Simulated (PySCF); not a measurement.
VO3, SMILES [O]=[V](=[O])=[O] (connectivity only; charge and spin as stated), neutral, multiplicity 2.

The structure is a stationary point at B3LYP-D3(BJ)/def2-SVP. The spin state was assumed, not searched.

Two levels are set side by side: PBE/def2-TZVPD (PySCF) and ωB97X/def2-TZVPD (PySCF). Same geometry, gas phase. Differences are taken from unrounded values.

```csv
quantity,ωB97X
α-spin orbital gap (eV),9.95
β-spin orbital gap (eV),8.20
dipole moment (D),3.88
mean polarisability (bohr³),40.2
```

**Question.** What does PBE give, and how far is it from ωB97X? (Estimate from the structure and the level; the computed values follow.)

**Answer.** 
```
quantity                      PBE  PBE minus ωB97X
---------------------------  ----  ---------------
α-spin orbital gap (eV)      3.08            -6.87
β-spin orbital gap (eV)      0.78            -7.42
dipole moment (D)            3.57            -0.31
mean polarisability (bohr³)  45.9              5.7
```

PBE's more diffuse valence density responds more strongly to a field. Differences between two approximate levels are no errors against the true value.

Rough cost on one machine, each run with all the roots and properties that it gave: ωB97X against PBE within a factor of 2.
